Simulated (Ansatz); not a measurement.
A made-up structure of CHSiZn, doublet:

Si1  (-0.090, 0.988, -0.237)
C2  (0.137, -0.593, 0.210)
Zn3  (2.106, 1.697, 0.085)
H4  (-1.076, 1.632, -1.148)
(Å)

It is relaxed with PBE-D4/def2-SVP and then PBE0-D4/def2-TZVP (Ansatz 0.2.0). Atoms count as bonded within 1.22 times the sum of their covalent radii (H–H: 0.88 Å). The end point is not checked to be a true minimum.

Does its bonding change? (A judgement: the text doesn't fix the answer.)

The calculation gives: Yes. Formed: C2–Zn3; broken: Si1–Zn3.

Where it ends: The first stage lowers the energy by 1.28 eV in 16 steps. It ends as CHSiZn ([SiH][C][Zn]):
```
atom    x (Å)   y (Å)    z (Å)
 Si1  -0.4364  1.5175  -0.7220
  C2   0.7761  0.6501   0.0052
 Zn3   2.5604  0.4115   0.7401
  H4  -1.8237  1.1446  -1.1131
```

Labels in which every atom is bracketed show which atoms are joined, not bond orders.

For scale, one of the runs: PBE0-D4/def2-TZVP relaxation, 122 basis functions, launched by `ansatz run in.yaml --threads 2 --pin off --events-out ev --progress --plain --max-ram 4352MiB`. The run took about 94 s on 2 CPU threads of an Arm Neoverse V2 (shared host).
